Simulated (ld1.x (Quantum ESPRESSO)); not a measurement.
# bismuth (Bi): variants of one TM potential

Base potential:

Bi (Z = 83), norm-conserving Troullier–Martins (Kleinman–Bylander form), made with ld1.x (Quantum ESPRESSO) 7.5 (LDA (PZ), scalar-relativistic). Core [Kr] 4d10 4f14 5s2, reference 5p6 5d10 6s2 6p1 (charge +2). Waves: 6s (bound): rc 1.90 bohr; 5p (bound): rc 1.50 bohr; 5d (bound): rc 1.70 bohr. Local part: the d channel. Core correction: Bessel-smoothed model core inside 1.20 bohr.

Occupied shells without a wave of their own: 6p. They enter only through the test configuration that unscreens the potential, and ld1.x also counts them in the model core charge.

All-electron outer shells of the reference configuration (LDA (PZ), scalar-relativistic, ld1.x):

```csv
shell,level (eV),outermost node (bohr),outermost maximum (bohr)
4f,-170.67,–,0.34
5p,-113.61,0.48,0.86
5d,-44.72,0.51,1.03
6s,-31.12,0.98,1.83
6p,-19.55,1.14,2.27
```

Cutoffs, loose and tight: the cutoffs (Ry, on a coarse ladder) from which the occupation-weighted sum of valence levels, in a spherical-Bessel basis at the reference potential, stays within 10 and 1 mRy of its value at 400 Ry. They do not see the model core or the augmentation charge, which bear on the density cutoff. Test errors are all-electron minus pseudo excitation energies from the reference, over the configurations 5p6 5d10 6s2 6p3; 5p6 5d10 6s2 6p2; 5p6 5d10 6s2 6p0; 5p6 5d10 6s1 6p3; 5p6 5d9 6s2 6p3; 5p6 5d10 6s1 6p0; 5p6 5d10 6s2 6p2.5 (two spin-polarised tests are not counted in the largest error). A dash means not determined; rows that change the core or the reference have their own tests.

With those shells counted twice in exchange and correlation these files are broken, and their errors move erratically; no question is asked of them.

A true bound ghost makes a file unfit for plane-wave use even where its test errors are small: the radial tests pick states by their node count and pass the ghost by. Where a test does run into it, the solver fails or the error is huge.

```tsv
change	outcome	cutoff, loose	cutoff, tight	bound ghosts	largest test error (meV)
base	generated	70 Ry	110 Ry	s	-304
core correction Bessel-smoothed model core inside 1.46 bohr	generated	70 Ry	110 Ry	s	-304
core [Xe] 4f14, valence charge 15; reference 5d10 6s2 6p3; waves now 6s (bound): rc 1.50 bohr; 6p (bound): rc 2.10 bohr; 5d (bound): rc 1.60 bohr; local potential all-electron potential smoothed inside 1.55 bohr (lloc = -1); core correction Bessel-smoothed model core, default radius (core density twice the valence density)	generated	60 Ry	140 Ry	s, p	-36 over the solved tests; 2 of 9 tests not solved or not reliable
wave 6s (bound): rc 1.90 bohr becomes 6s (bound): rc 2.72 bohr	generated	70 Ry	100 Ry	s	-300
all radii but the core radius scaled by about 1.34 (s 2.54, p 2.02, d 2.28 bohr)	generated, misses its reference levels by 0.58 eV	50 Ry	90 Ry	s	-1357
type ultrasoft; waves now 6s (bound): rcut 1.65, rcutus 1.90 bohr; 6s channel at 0.75 Ry: rcut 1.65, rcutus 1.90 bohr; 5p (bound): rcut 1.30, rcutus 1.50 bohr; 6p (bound): rcut 1.30, rcutus 1.50 bohr; 5d (bound): rcut 1.50, rcutus 1.70 bohr; 5d channel at 1.85 Ry: rcut 1.50, rcutus 1.70 bohr; local potential all-electron potential smoothed inside 1.20 bohr (lloc = -1); augmentation PSQ, radius 0.90 bohr	failed: chargeps: negative rho	–	–	–	–
wave 5d (bound): rc 1.70 bohr becomes 5d (bound): rc 2.48 bohr	generated, misses its reference levels by 0.21 eV	70 Ry	90 Ry	s	-932
reference 5p6 5d10 6s2 6p2.5	generated	70 Ry	100 Ry	s	-161
functional PBE	generated	70 Ry	100 Ry	s	-240
wave 5p (bound): rc 1.50 bohr becomes 5p (bound): rc 1.34 bohr	generated, misses its reference levels by 0.22 eV	100 Ry	140 Ry	s	-608
```
